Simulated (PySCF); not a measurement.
# Br⁻ (bromine, charge -1) across methods

[Kr], closed-shell 1S. All numbers are calculated (PySCF 2.14, a scalar-relativistic core potential, in aug-cc-pwCVTZ-PP with ECP10MDF (8s7p6d4f1g, 96 functions)).

```tsv
method	E (hartree)	mean ε 3d (eV)	mean ε 4s (eV)	mean ε 4p (eV)	Σ⟨r²⟩ (bohr²)	⟨S²⟩
PBE0	-416.9147	-63.285	-13.710	-0.987	53.24	0.000
TPSSh	-416.8658	-60.421	-12.572	-0.350	53.24	0.000
PBE	-416.9471	-58.546	-11.580	0.139	54.31	0.000
UHF	-415.57790	-76.776	-19.383	-3.739	52.63	0.000
MN15	-417.5685	-66.043	-14.305	-1.670	54.75	0.000
r2SCAN	-416.8187	-59.084	-12.253	-0.089	53.04	0.000
LC-wPBE	-417.0027	-63.986	-17.029	-3.593	52.44	0.000
LDA	-416.3735	-58.556	-11.831	0.000	54.26	0.000
```

Task: Estimate the same row for PW91.

Result: E (hartree) = -417.0906; mean ε 3d (eV) = -58.619; mean ε 4s (eV) = -11.638; mean ε 4p (eV) = 0.110; Σ⟨r²⟩ (bohr²) = 54.19; ⟨S²⟩ = 0.000.

Energies and moments cover only the electrons outside the core potential.

The highest occupied level is positive at PBE, PW91, LDA: only the finite basis holds that electron, which in a density functional comes from self-interaction.
